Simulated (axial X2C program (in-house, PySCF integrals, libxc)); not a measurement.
# Nuclear properties of NiP⁻

Computed with an axial X2C code built on PySCF integrals: two-component X2C with atomic mean-field Coulomb and Gaunt terms, Gaussian nuclei, basis Ni dyall-acv3z, P dyall-av3z with contracted cores.

R = 1.983 Å (near the PBE0 minimum at charge -1 of the determinant lowest at the starting distance; the state shown can have its own minimum elsewhere).

Input and command:
```json
{"zs": [28, 15], "q": -1, "bas": ["dyall-acv3z", "dyall-av3z"], "r0": 2.03, "levels": ["PBE0", "HF", "TPSSh", "BHandHLYP", "BP86"], "nst": 3}
```
```bash
python soeom.py task.json out
```

Keys: zs atomic numbers; q charge; bas basis sets; r0 starting distance in Å; levels methods; nst determinants followed.

Determinant lowest in the PBE0 search, Ω = 1 (⟨Sz⟩ = 1.00, ⟨Lz⟩ = 0.00 at PBE0), spin on the atoms Ni 0.46, P 0.54:

```csv
level,Eeff magnitude (GV/cm),Ws magnitude Ni (kHz),Ws magnitude P (kHz),A∥/gI Ni (MHz),qzz Ni (a.u.),A∥/gI P (MHz),qzz P (a.u.)
PBE0,0.171,0.000715,0.00241,229,2.69,-111,-0.06
HF,1.19,0.541,0.0117,411,1.80,-94.7,-0.63
TPSSh,0.0458,0.0427,0.00366,187,2.58,-71.8,-0.16
BHandHLYP,0.224,0.0439,1.6e-05,526,2.53,-269,0.12
BP86,0.168,0.011,0.00226,118,2.60,-90.2,-0.26
```

Determinant 0.32 eV from it at PBE0 and this distance, Ω = 4 (⟨Sz⟩ = 1.00, ⟨Lz⟩ = 3.00 at PBE0), spin on the atoms Ni 0.57, P 0.43:

```json
{"level": "PBE0", "Eeff magnitude (GV/cm)": "0.215", "Ws magnitude Ni (kHz)": "0.0124", "A∥/gI Ni (MHz)": "318", "qzz Ni (a.u.)": "-1.75", "A∥/gI P (MHz)": "32.7", "qzz P (a.u.)": "0.14"}
{"level": "HF", "Eeff magnitude (GV/cm)": "1.34", "Ws magnitude Ni (kHz)": "0.118", "A∥/gI Ni (MHz)": "324", "qzz Ni (a.u.)": "-1.52", "A∥/gI P (MHz)": "17.9", "qzz P (a.u.)": "-1.14"}
{"level": "TPSSh", "Eeff magnitude (GV/cm)": "0.145", "Ws magnitude Ni (kHz)": "0.00573", "A∥/gI Ni (MHz)": "330", "qzz Ni (a.u.)": "-1.68", "A∥/gI P (MHz)": "33.5", "qzz P (a.u.)": "0.22"}
{"level": "BHandHLYP", "Eeff magnitude (GV/cm)": "0.3", "Ws magnitude Ni (kHz)": "0.0204", "A∥/gI Ni (MHz)": "297", "qzz Ni (a.u.)": "-1.89", "A∥/gI P (MHz)": "37.2", "qzz P (a.u.)": "0.05"}
{"level": "BP86", "Eeff magnitude (GV/cm)": "0.144", "Ws magnitude Ni (kHz)": "0.00613", "A∥/gI Ni (MHz)": "336", "qzz Ni (a.u.)": "-1.61", "A∥/gI P (MHz)": "33.1", "qzz P (a.u.)": "0.30"}
```

Eeff is the effective electric field on the electron electric dipole moment in this Ω state and Ws the scalar–pseudoscalar constant of the nucleus named (defined with the proton number Z and per Ω); A∥ (defined per Ω) follows by multiplying with gI = μI/(I μN); qzz is the electric field gradient, eQq0 = 234.96 MHz × Q/barn × qzz. The operators were transformed with the bare-nucleus X2C matrices; with these basis sets, hyperfine constants and field gradients can be off by tens of per cent, and where levels differ in sign neither size nor sign is settled.

Problem. With Q(61Ni) = 0.162 barn (Q from Pyykkö, Mol. Phys. 2018), turn the PBE0 values of the first state into constants in MHz.

Solution. eQq0(61Ni) = 234.96 × (0.162) × (2.69) = 102 MHz.

Each state is one determinant with collinear spin, which with several unpaired electrons need not be a pure state. Unrestricted Hartree–Fock can overshoot spin polarisation at the nuclei. In the state Ω = 1 the sign of Eeff differs between levels (HF against PBE0). For an anion, determinants above electron detachment, or with a positive highest level, are held by the basis set. With several open shells hyperfine constants can be off by a factor of several. Where Eeff spreads by more than a factor of two the levels disagree and none is to be relied on. Open-shell Ω = 0 determinants with evenly filled partner blocks cannot be reached by this program, so the Ω shown need not be the lowest component. At BHandHLYP, HF a later determinant lies lower. States lie within half an eV, so the first need not be the ground state. The sign of Ws at Ni differs between levels in the first state. The sign of Ws at P differs between levels in the first state. Further determinants of the search, some of them spin-mixed, are not shown. Where a field gradient or hyperfine factor spreads by more than a factor of two over the levels, a constant derived from it is not to be relied on. PBE0 term energies can be off by some tenths of an eV.
